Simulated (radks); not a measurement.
The numbers below are computed, except where a source is named.
All-electron atom: Zn XXI in [Ne]. Level of theory: scalar-relativistic Kohn-Sham, LB94 model potential, spin-polarised, spherical densities, finite nucleus; Fermi nuclear charge, rms radius 3.9283 fm (a radial shooting solver on a logarithmic mesh with Libxc functionals).

Unscreened Slater integrals over Kohn-Sham orbitals (hartree). They are taken over the spin-up orbitals.

| integral | value |
|---|---|
| F0(2p,2p) | 4.6975 |
| F2(2p,2p) | 2.2238 |
| F0(2p,2s) | 4.3092 |
| G1(2p,2s) | 2.4685 |
| F0(2p,1s) | 6.4200 |
| G1(2p,1s) | 1.1322 |
| F0(2s,2s) | 4.0613 |
| F0(2s,1s) | 5.7004 |
| G0(2s,1s) | 0.53117 |
| F0(1s,1s) | 18.753 |
